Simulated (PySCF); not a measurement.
Si(CF3)(F)3, SMILES F[Si](F)(C(F)(F)F)F (CF₆Si) (PBE0/def2-SVP optimised geometry):

```
8

F     -2.508    -1.680     1.580
C     -1.174    -1.657     1.556
F     -0.740    -2.919     1.585
F     -0.752    -1.050     2.667
Si    -0.534    -0.752     0.000
F     -1.060    -1.493    -1.308
F     -1.060     0.752     0.000
F      1.060    -0.752     0.000
```

Method: PBE0/def2-TZVP run with PySCF.

**Question.** What are the frontier orbital energies and the dipole moment?

**Answer.** HOMO-2 -12.84 eV, HOMO-1 -12.48 eV, HOMO -10.67 eV, LUMO 0.48 eV, LUMO+1 0.48 eV; dipole moment 0.20 D.

Meta-Löwdin charges at PBE0/def2-TZVP: F1 -0.26, C2 0.54, F3 -0.26, F4 -0.26, Si5 1.66, F6 -0.47, F7 -0.47, F8 -0.47.
